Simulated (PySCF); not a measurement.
Mayer bond orders and bond lengths

Compound: C5H7NO.
SMILES with atom numbers: `[CH3:1][n:2]1[cH:3][cH:4][c:5]([OH:6])[cH:7]1` (hydrogens: H8, H9, H10 on C1; H11 on C3; H12 on C4; H13 on O6; H14 on C7)

Structure used (GFN2-xTB), in Å, numbered top down from 1:
```
atom  x, y, z in Å
C1     2.051   -0.257   -0.143
N2     0.655    0.055   -0.041
C3     0.125    1.265    0.252
C4    -1.241    1.158    0.303
C5    -1.548   -0.191    0.033
O6    -2.814   -0.706   -0.013
C7    -0.362   -0.849   -0.172
H8     2.208   -1.009   -0.917
H9     2.440   -0.646    0.803
H10    2.610    0.641   -0.406
H11    0.749    2.124    0.400
H12   -1.947    1.937    0.504
H13   -2.760   -1.644   -0.222
H14   -0.168   -1.879   -0.403
```

Bond orders from the PBE0/pcSseg-1 density (PySCF). Geometry: GFN2-xTB, one conformer, isolated molecule.

Q: Where do the orders between heavy atoms depart from those drawn in the SMILES?

A: The largest departure is 0.414, at C7–N2 (drawn aromatic, 1.086), counting aromatic bonds as 1.5. The bonds drawn aromatic range from 1.09 to 1.49.

Q: Set the Mayer orders of the bonds between heavy atoms beside their lengths.

A: 
| bond | drawn as | length (Å) | Mayer order |
| --- | --- | --- | --- |
| C1–N2 | single | 1.434 | 0.930 |
| N2–C3 | aromatic | 1.354 | 1.166 |
| C3–C4 | aromatic | 1.371 | 1.490 |
| C4–C5 | aromatic | 1.410 | 1.378 |
| C5–O6 | single | 1.367 | 1.049 |
| C5–C7 | aromatic | 1.372 | 1.456 |
| C7–N2 | aromatic | 1.366 | 1.086 |

By pair of heavy elements: C–N: lowest C1–N2 (0.930, 1.434 Å), highest N2–C3 (1.166, 1.354 Å). C–C: lowest C4–C5 (1.378, 1.410 Å), highest C3–C4 (1.490, 1.371 Å).

Q: And the bonds to hydrogen?

A: C–H: 0.96 to 0.98 (6 bonds); H–O: 0.95 (1 bond).

Q: Sum the orders of all bonds at each heavy atom with more than one neighbour and set the sums beside the valence in the SMILES.

A: C1 3.816 (drawn 4), N2 3.182 (drawn 3), C3 3.628 (drawn 4), C4 3.848 (drawn 4), C5 3.883 (drawn 4), O6 2.000 (drawn 2), C7 3.508 (drawn 4). Orders between atoms that aren't bonded are not in these sums.

The Mayer order sums products of elements of PS (density times overlap matrix) between the two atoms' basis functions, so it depends on the basis set.
